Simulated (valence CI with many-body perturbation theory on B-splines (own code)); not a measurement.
## Pr²⁺: key properties

Calculated by valence CI with perturbative core correlation (CI+MBPT): three valence electrons over a frozen Dirac-Fock core [Xe], radial functions for each j: 8 s, 8 p, 9 d, 9 f, 6 g, 3 h, 2 i, with the one-electron correlation potential Σ1, the two-electron term Σ2, the three-electron term Σ3, Breit, model QED; the open f shell's mean field enters the energy denominators; selected CI, second order for the rest, scaled by the run's own slope (own B-spline code, finite nucleus).

Set against measurement, 63 paired levels are off by 928 cm⁻¹ on average, the worst by 1874. These come from a selection out of Martin, Zalubas and Hagan, Atomic Energy Levels: The Rare-Earth Elements, NSRDS-NBS 60 (1978); Maison, Palmeri and Quinet, J. Phys. B 58, 015001 (2025). Levels without a partner in it may be off by more, other configurations by several thousand cm⁻¹. 4 measured levels below the end of the list, from 23175 cm⁻¹ on, found no clear computed partner.

Names give the largest LS component (configuration and term), which can be under half, so a name can repeat, a term be missing and a line seem to break the LS rules; names also repeat where a configuration has a term twice.

Rates and lifetimes use the calculated energies. Strong lines usually hold to 10 to 20 %, long lifetimes can be off by a factor of two.

(1) What is the ground level?

(2) How is the term 4I° of the ground level split?

(3) Name the longest-lived excited levels whose lifetime is computed, and their main decay.

(4) How well does LS coupling describe the low levels?

(5) What is the ionisation energy?

(6) Where does the other parity begin?

Answers

(1) 4f3 4I°_9/2, composition 96 % 4f3 4I° + 3 % 4f3 2H°, g = 0.732.

(2) J = 9/2 at 0.0000, J = 11/2 at 0.1822, J = 13/2 at 0.3757, J = 15/2 at 0.5764 eV.

(3) 4f3 4F°_5/2 at 1.239 eV lives 44.3 s, mostly by M1 to 4f3 4F°_3/2; 4f3 4F°_7/2 at 1.330 eV lives 43.5 s, mostly by M1 to 4f3 4F°_5/2; 4f3 4G°_5/2 at 1.741 eV lives 27.7 s, mostly by E2 to 4f3 4I°_9/2. The lifetime of 4f3 4F°_3/2 is too uncertain to give, and may be longer. The lifetime of 4f3 4S°_3/2 is too uncertain to give, and may be longer.

(4) Among the lowest 20 levels the leading LS term, summed over configurations, holds 85 % on average. For single configurations the figures are 83 % in LS and 61 % in jj coupling. Terms mix most in the J = 9/2 level at 1.930 eV, where the leading one holds 46 %.

(5) 21.804 eV; NIST lists 21.6237 ± 0.0025 eV (measured).

(6) At 4f2 5d 2H_9/2, 1.724 eV.
